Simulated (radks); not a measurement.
Species: Sb3+. Configuration: [Kr] 4d10 5s1.5 5p0.5 (fractional occupations, a model configuration).

All-electron calculation, scalar-relativistic Kohn-Sham, PBE, spin-unpolarised, spherical densities, point nucleus. Program: a radial shooting solver on a logarithmic mesh with Libxc functionals.

Energy parts (eV):
part                       energy
total                 -176315.527
kinetic                184413.914
electron-nucleus      -424989.973
Hartree                 68866.617
exchange-correlation    -4606.085

Orbitals (lengths in bohr, moments of r in powers of bohr):
orbital  occ.  eigenvalue (eV)      <r^4>     <r^2>
1s          2        -30336.54  3.125e-06  0.001094
2s          2        -4642.112  0.0005397   0.01773
2p          6        -4170.487  0.0003889   0.01401
3s          2        -934.5108    0.02376    0.1249
3p          6        -780.7804    0.02508    0.1254
3d         10        -546.2474    0.02250    0.1106
4s          2        -179.0153     0.7393    0.7064
4p          6        -131.9380      1.051    0.8268
4d         10         -63.4481      2.596     1.219
5s        1.5         -39.3173      30.39     4.555
5p        0.5         -29.2150      57.43     6.223

The highest occupied level is 5p at -29.215 eV. The density falls to 0.001 e/bohr^3 at r = 3.55 bohr. Summed over all electrons, <r^2> = 30.74 bohr^2, which gives a Langevin (diamagnetic) susceptibility term of -24.3 x 10^-6 cm^3/mol.
